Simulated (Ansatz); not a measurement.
A structure relaxed at r2SCAN-D4/def2-SVP in Ansatz, charge 0, singlet:

Cartesian coordinates in Å:
```
B -1.082 1.083 0.490
B 0.127 0.389 1.646
B -1.369 -1.380 -0.367
B 1.610 0.148 0.772
B 0.291 -1.881 -0.667
B -0.143 1.332 -1.041
B 1.452 0.697 -0.786
B 0.015 -0.156 -0.056
H 0.763 -1.805 -1.775
H 2.073 0.473 -1.785
H -0.574 1.552 1.621
H -0.672 1.555 -2.092
H -2.058 -0.969 -1.270
H 0.900 -2.486 0.182
H 1.254 1.098 1.673
H 1.003 1.976 -0.819
H -2.271 1.091 0.614
H -1.902 -1.655 0.682
H 2.385 -0.606 1.286
H -0.193 -0.122 2.680
H -0.759 2.180 -0.178
H -0.851 -2.515 -0.810
```

Task: Give its formula and point group.

Result: the cluster B₈H₁₄. Point group Cs (tolerance 0.1 Å).

Task: Summarise the bond lengths by kind (pairs closer than 1.2 times the sum of covalent radii, bridged metal pairs left out).

Result: 13 × B–B 1.66 to 1.87 Å; 19 × B–H 1.20 to 1.36 Å.

Another isomer (singlet) lies 0.92 eV lower at PBE0-D4/def2-TZVP; other spin states weren't run for this one.
